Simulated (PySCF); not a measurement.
The numbers are results of B3LYP-D3(BJ)/def2-TZVP // PBE-D3(BJ)/def2-SVP (PySCF), not measurements. Isolated molecules, 0 K electronic values unless said otherwise. One relaxed conformer stands for a flexible species; it need not be the lowest. B3LYP has the VWN-RPA correlation part, as in Gaussian. 

Reference species: [Y(Cl)3] (neutral, multiplicity 1).

HOMO–LUMO gap: 5.55 eV
charge on the central atom (Mulliken): 1.24 e

Changed species: [Y(NH2)3] (3 of 3 Cl replaced by NH2; the reference has 0 of 3 Cl replaced by NH2).

**Question.** Predict the effect on the HOMO–LUMO gap and charge on the central atom (Mulliken).

**Answer.** the HOMO–LUMO gap decreases by 0.94 eV, to 4.61 eV; the charge on the central atom (Mulliken) rises by 0.17 e, to 1.41 e.
